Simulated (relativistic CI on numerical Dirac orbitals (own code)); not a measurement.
Calculated at this level of theory: Dirac-Coulomb-Breit CI, orbitals from a KLI potential per configuration, a model potential for QED, unscaled Slater integrals (own radial code, finite nucleus).

Configurations in the expansion (outside the closed core [Ne]): 3s2.3p6.3d7, 3s2.3p5.3d8, 3s2.3p4.3d9, 3s.3p6.3d8, 3p6.3d9, 3s.3p5.3d9, 3s2.3p6.3d6.4s, 3s2.3p6.3d6.4p, 3s2.3p6.3d6.4d, 3s2.3p4.3d8.4s, 3s2.3p6.3d6.4f, 3s2.3p5.3d7.4s, 3s2.3p4.3d8.4p, 3s2.3p6.3d5.4s2, 3s2.3p5.3d7.4p, 3s2.3p4.3d8.4d, 3s.3p5.3d8.4s, 3s2.3p6.3d5.4s.4p, 3s2.3p6.3d6.5s, 3s.3p5.3d8.4p, 3s2.3p6.3d5.4p2, 3s2.3p5.3d7.4d, 3s2.3p6.3d6.5p, 3s.3p6.3d7.4s, 3s2.3p6.3d5.4s.4d, 3s2.3p6.3d6.5d, 3s.3p5.3d8.4d, 3p6.3d8.4s, 3s.3p6.3d7.4p, 3s2.3p5.3d6.4s2, 3s2.3p6.3d6.5f, 3s2.3p6.3d6.5g, 3p6.3d8.4p, 3s2.3p6.3d6.6s, 3s2.3p6.3d6.6p, 3p6.3d8.4d. Levels of other configurations are missing.

At this charge energies of transitions that change n are usually good to better than 1 %, and those within a shell (Δn = 0) to a few per cent. Terms inside the open d or f shell come out 10 to 20 % too wide with unscaled integrals.

Outline of the computed level scheme of In XXV. Lowest level of each configuration: 3s2.3p6.3d7 4F_9/2 at 0.000 eV; 3s2.3p5.3d8 4G°_11/2 at 194.795 eV.

Some strong electric-dipole decays among the lowest 45 levels: 3s2.3p5.3d8 4D°_7/2 → 3s2.3p6.3d7 4F_9/2 (4.8e+11 s⁻¹); 3s2.3p5.3d8 2G°_7/2 → 3s2.3p6.3d7 2G_9/2 (3.4e+11 s⁻¹); 3s2.3p5.3d8 2S°_1/2 → 3s2.3p6.3d7 2P_3/2 (2.8e+11 s⁻¹); 3s2.3p5.3d8 4F°_3/2 → 3s2.3p6.3d7 4F_5/2 (2.7e+11 s⁻¹); 3s2.3p5.3d8 4F°_5/2 → 3s2.3p6.3d7 4F_7/2 (2.5e+11 s⁻¹); 3s2.3p5.3d8 4D°_5/2 → 3s2.3p6.3d7 4F_7/2 (2.3e+11 s⁻¹); 3s2.3p5.3d8 4D°_5/2 → 3s2.3p6.3d7 4F_5/2 (2.3e+11 s⁻¹); 3s2.3p5.3d8 4S°_3/2 → 3s2.3p6.3d7 4P_5/2 (2.2e+11 s⁻¹).

LS names give the leading component of a level, which can be under half, so a name can repeat, a term be missing and a line seem to break the LS rules.
